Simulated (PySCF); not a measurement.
Atoms are numbered as in `[CH3:1][CH:2]([CH3:3])[CH2:4][S:5][SiH3:6]`; H(Xn) means a hydrogen on atom n.

Geometry: PBE0-D3(BJ)/def2-SVP; GIAO shifts from PySCF 2.14, gas phase, non-relativistic, averaged over equivalent atoms.

At B97-2/pcSseg-1 (176 basis functions, 20 s wall time on 1 thread of an Arm Neoverse V1, shared host):
```json
{"atoms": "C4", "δ (ppm)": "43.8"}
{"atoms": "C2", "δ (ppm)": "34.9"}
{"atoms": "C1/C3", "δ (ppm)": "23.3"}
{"atoms": "S5", "δ (ppm)": "-185.7"}
{"atoms": "Si6", "δ (ppm)": "-41.6"}
{"atoms": "H(Si6)", "δ (ppm)": "4.53"}
{"atoms": "H(C4)", "δ (ppm)": "2.14"}
{"atoms": "H(C2)", "δ (ppm)": "1.48"}
{"atoms": "H(C1)/H(C3)", "δ (ppm)": "0.97"}
```

δ = σ(ref) − σ, references computed at the same level: $^{13}$C (σ = 183.69 ppm), $^{29}$Si (σ = 357.41 ppm), $^{1}$H (σ = 31.38 ppm) vs TMS; $^{33}$S (σ = 499.83 ppm) vs CS2.

Estimate the result of repeating the calculation with CAM-B3LYP/pcSseg-1.

## Answers


```csv
atoms,δ at CAM-B3LYP/pcSseg-1,change
C4,43.8,+0.0
C2,35.0,+0.1
C1/C3,23.4,+0.1
S5,-190.1,-4.4
Si6,-43.9,-2.3
H(Si6),4.49,-0.04
H(C4),2.03,-0.11
H(C2),1.43,-0.05
H(C1)/H(C3),0.96,-0.01
```

References, each an isolated molecule treated in the same way: $^{13}$C (σ = 182.45 ppm), $^{29}$Si (σ = 343.41 ppm), $^{1}$H (σ = 31.33 ppm) vs TMS; $^{33}$S (σ = 487.21 ppm) vs CS2.

The largest change is at S5 (sulfur bonded to C, Si). Cost: 176 basis functions, 28 s wall time on 1 thread of an Arm Neoverse V1, shared host. The order of the carbon signals is the same at both levels.
